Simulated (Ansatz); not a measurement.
This geometry of AsGeH₅ (7 atoms, charge 0, multiplicity 1) is a first-order saddle point.

Computed with Ansatz, RHF/def2-SVP.

```xyz
7
Properties=species:S:1:pos:R:3
Ge -0.325 -0.713 -0.484
As 0.988 1.262 0.154
H -0.051 -1.874 0.479
H -1.823 -0.385 -0.479
H 0.086 -1.136 -1.900
H -0.191 2.046 0.673
H 1.377 0.732 1.512
```

Problem. Which two structures does it join? (They come from a converged band through this point; their orientation in space is the band's.)

Solution. No bond is made or broken. The dihedral H4–Ge1–As2–H6 goes from 74 to -47°. The two ends are copies of one structure, up to a mirror image or an exchange of like atoms.

Initial state:

```xyz
7
Properties=species:S:1:pos:R:3
Ge -0.397 -0.663 -0.488
As 0.697 1.437 0.124
H -0.566 -1.604 0.711
H -1.776 -0.334 -1.073
H 0.455 -1.354 -1.560
H -0.164 1.675 1.342
H 1.812 0.775 0.899
```

Final state:

```xyz
7
Properties=species:S:1:pos:R:3
Ge -0.267 -0.779 -0.400
As 1.156 1.022 0.442
H 0.164 -2.087 0.274
H -1.753 -0.529 -0.117
H -0.052 -0.896 -1.914
H 0.308 2.132 -0.134
H 0.505 1.070 1.803
```

Problem. How far does it lie above each of them?

Solution. 0.044 eV above the first and 0.044 eV above the second. This is the barrier of this one path; another mechanism may lie lower.

Run time: 72 s on 1 thread of Arm Neoverse V1, on a shared host, peak memory 0.18 GiB.
